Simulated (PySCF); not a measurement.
## Which determinant of BeAl⁺ lies lowest?

Unrestricted PBE0; Be jorge-DZP-DKH, Al jorge-DZP-DKH; spin-free X2C with a Gaussian nucleus (PySCF 2.14). Outer shells of the fragments: Be 2s2; Al+ 3s2.

Followed along the bond (rough minima from three points):

| 2Ms+1 | unpaired | ⟨S²⟩ at the start | R at minimum (Å) | Te (eV) |
| --- | --- | --- | --- | --- |
| 1 | none | 0.00 | 2.82 | 0.00 |
| 3 | σ ↑↑ | 2.00 | 2.64 | 1.49 |
| 3 | σ ↑, π ↑ | 2.02 | 2.28 | 1.54 |
| 1 | σ ↑, π ↓ | 1.02 | 2.26 | 1.97 |

Solutions found at the starting distance of 2.255 Å, counted from the lowest of them; the search is not exhaustive and high or unbound solutions are not listed, so other states can lie among these:

```csv
2Ms+1,unpaired,term,E (eV),⟨S²⟩,⟨Lz²⟩,μ (D)
1,none,¹Σ⁺,0.00,0.00,0.00,-2.81
3,"σ ↑, π ↑",³Π,1.01,2.02,1.00,-2.34
3,σ ↑↑,³Σ⁺,1.23,2.00,0.00,0.47
1,"σ ↑, π ↓",mixed,1.44,1.02,1.01,-2.52
3,π ↑↑,³Σ⁻,3.29,2.03,0.00,-1.90
1,π ↑↓,mixed,3.49,1.01,2.02,-2.02
```

A term symbol is given only where ⟨S²⟩ and ⟨Lz²⟩ are close to those of a pure state; real π, δ and φ orbitals otherwise mix terms. A positive dipole points towards Al; it is taken about the centre of mass and depends on that origin.

Q: Compare the gap between the two lowest followed solutions at the starting distance with the gap between their minima.

A: At PBE0 the second solution (triplet, unpaired electrons σ ↑↑) lies +1.23 eV from the first (singlet, closed shell) at 2.255 Å and +1.49 eV at the minima; the two curves relax by different amounts, since their minima lie near 2.64 and 2.82 Å.

Counting both spins, an empty level lies below a filled one in some of these solutions, because spin and occupation are held.
